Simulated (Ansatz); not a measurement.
An input meant for the cluster Te₄Pb₂ (charge 0, singlet).

```yaml
crystal:
  periodic: [false, false, false]
  atoms:
    - {symbol: Pb, position_ang: [0.737522, 2.218862, 0.327905]}
    - {symbol: Pb, position_ang: [-1.961426, -0.966195, -0.891710]}
    - {symbol: Te, position_ang: [0.409133, 0.372619, -2.220034]}
    - {symbol: Te, position_ang: [1.418050, 0.002162, 2.087996]}
    - {symbol: Te, position_ang: [0.686015, -2.155507, -1.118764]}
    - {symbol: Te, position_ang: [-1.289284, 0.528059, 1.814617]}
basis:
  gaussian: {orbitals: def2-SVP}
hamiltonian: {xc: {name: HF}}
correlation: {method: mp2, frozen_orbitals: {Pb: 0}}
accuracy: high
scf: {lower_state_search: off}
output: {forces: true}
```

```sh
$ ansatz run in.yaml --threads 4 --pin off --events-out ev --progress --plain --max-ram 8704MiB
```

Shortened log:

```
Functional definition: HF
Error: "frozen_orbitals" has no count for Te
```

Problem. Something in this input is off. What?

Solution. Frozen orbitals are typed for one element alone, and the program wants a count for each (the count typed has to fit that element's core, too). The input was rejected before any iteration.
